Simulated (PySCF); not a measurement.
TaOCl3, SMILES [O]=[Ta]([Cl])([Cl])[Cl], multiplicity 1.

Geometry optimised at PBE-D3(BJ)/def2-SVP. The multiplicity is an assumed one; no other spin state was optimised. The isomer is the one that the SMILES or the coordinates give; other isomers of the formula were not compared. The def2 effective core potentials stand for the cores of Ta; spin–orbit coupling is left out.

The numbers are results of PBE-D3(BJ)/def2-SVP run with PySCF, not measurements.

Frequencies are harmonic and unscaled.

Modes within 1.5 cm⁻¹ of each other (mostly degenerate sets) share a row, with their intensities summed.

| mode | ν (cm⁻¹) | IR (km/mol) | moving atoms (share of kinetic energy) |
|---|---|---|---|
| 1–2 | 98 | 1.6 | Cl 90 %, Ta 10 % |
| 3 | 113 | 1.5 | Cl 70 %, Ta 27 % |
| 4–5 | 211 | 5.4 | O 77 %, Cl 19 % |
| 6 | 384 | 8.4 | Cl 95 % |
| 7–8 | 406 | 132.6 | Cl 73 %, Ta 25 % |
| 9 | 980 | 102.0 | O 92 %, Ta 8 % |
